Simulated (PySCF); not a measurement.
Point-charge models of `F[Si@@H]1CC[C@H]1C1[SiH2][SiH2][SiH2]1` against its computed dipole.

Coordinates (GFN2-xTB, Å) and charges (e) from the PBE0/pcSseg-1 density (PySCF):

| atom | x | y | z | Mulliken | IAO | Hirshfeld | ESP-fitted |
| --- | --- | --- | --- | --- | --- | --- | --- |
| F1 | -2.321 | -0.981 | 2.260 | -0.4234 | -0.5295 | -0.2128 | -0.3401 |
| Si2 | -1.579 | 0.093 | 1.295 | +1.0480 | +1.1698 | +0.4355 | +0.7112 |
| C3 | -2.686 | 0.878 | -0.039 | -0.5454 | -0.5754 | -0.1689 | -0.4796 |
| C4 | -1.782 | 0.315 | -1.158 | -0.1656 | -0.2503 | -0.0711 | +0.0436 |
| C5 | -0.874 | -0.627 | -0.326 | -0.4980 | -0.3888 | -0.1173 | -0.1926 |
| C6 | 0.613 | -0.575 | -0.648 | -0.7583 | -0.6105 | -0.1940 | -0.3569 |
| Si7 | 1.482 | 1.163 | -0.595 | +0.3527 | +0.4213 | +0.2327 | +0.2221 |
| Si8 | 3.209 | 0.151 | 0.610 | -0.0137 | +0.1369 | +0.1439 | +0.0227 |
| Si9 | 1.729 | -1.653 | 0.521 | +0.4016 | +0.4406 | +0.2383 | +0.2438 |
| H10 | -0.804 | 0.882 | 2.233 | -0.1036 | -0.1394 | -0.0720 | -0.1179 |
| H11 | -3.697 | 0.475 | -0.081 | +0.1510 | +0.1562 | +0.0422 | +0.1388 |
| H12 | -2.771 | 1.962 | -0.059 | +0.1438 | +0.1500 | +0.0364 | +0.1146 |
| H13 | -1.187 | 1.107 | -1.613 | +0.1344 | +0.1307 | +0.0348 | +0.0412 |
| H14 | -2.334 | -0.194 | -1.948 | +0.1328 | +0.1405 | +0.0408 | +0.0327 |
| H15 | -1.214 | -1.663 | -0.452 | +0.1573 | +0.1450 | +0.0377 | +0.1103 |
| H16 | 0.726 | -0.959 | -1.671 | +0.1767 | +0.1485 | +0.0323 | +0.1338 |
| H17 | 0.653 | 2.167 | 0.089 | -0.0402 | -0.1034 | -0.0729 | -0.0597 |
| H18 | 1.687 | 1.709 | -1.947 | -0.0276 | -0.0946 | -0.0752 | -0.0654 |
| H19 | 4.512 | 0.007 | -0.054 | -0.0222 | -0.0773 | -0.0733 | -0.0329 |
| H20 | 3.557 | 0.700 | 1.928 | -0.0213 | -0.0780 | -0.0736 | -0.0381 |
| H21 | 0.989 | -1.993 | 1.743 | -0.0411 | -0.0976 | -0.0705 | -0.0641 |
| H22 | 2.082 | -2.944 | -0.088 | -0.0382 | -0.0948 | -0.0737 | -0.0674 |

Problem. Form Σ q r in debye for every column and set it beside the full dipole.

Solution. The full density gives (0.54, 0.69, -1.48) D, 1.72 D in size; dipole vectors point from the negative to the positive end.

| scheme | μx | μy | μz | size (D) | share of the full size (%) | angle to the full dipole (°) |
| --- | --- | --- | --- | --- | --- | --- |
| Mulliken | 2.20 | 2.27 | 0.51 | 3.20 | 186 | 69 |
| IAO | 2.81 | 2.08 | -0.23 | 3.50 | 204 | 57 |
| Hirshfeld | 1.16 | 0.70 | -0.38 | 1.40 | 82 | 46 |
| ESP-fitted | 0.55 | 0.72 | -1.52 | 1.77 | 103 | 0 |

Problem. Which set comes closest?

Solution. Length of the difference vector: ESP-fitted 0.05 D, Hirshfeld 1.26 D, IAO 2.94 D, Mulliken 3.03 D. Closest: ESP-fitted. 

Problem. What is left for the Hirshfeld atoms' own dipoles?

Solution. The shares of the density sum to the whole, so what Σ q r misses lies in dipoles about the nuclei. The atomic dipoles sum to (0.54, 0.69, -1.48) − (1.16, 0.70, -0.38) = (-0.62, -0.01, -1.10) D, 1.26 D in size.

Problem. With the origin at the mean of the coordinates, (0.000, 0.001, 0.000) Å, which are the largest single terms, by size, of the Hirshfeld dipole along the direction of the full one?

Solution. Si2 -3.30, F1 +3.14, Si7 +1.62, H18 -1.04, H21 +0.67 D; all 22 atoms together +0.97 D. The single terms depend on the origin, their sum doesn't.

Problem. Give the size of the full dipole in other units.

Solution. 1.72 D = 0.676 au = 0.358 e·Å = 5.73 × 10⁻³⁰ C·m.

One conformer (not necessarily the lowest) at the GFN2-xTB geometry, without solvent, vibrations or thermal averaging.

Conformer computed: `[F:1][Si@@H:2]1[CH2:3][CH2:4][C@H:5]1[CH:6]1[SiH2:7][SiH2:8][SiH2:9]1`: C4–C5–C6–Si7 54°.
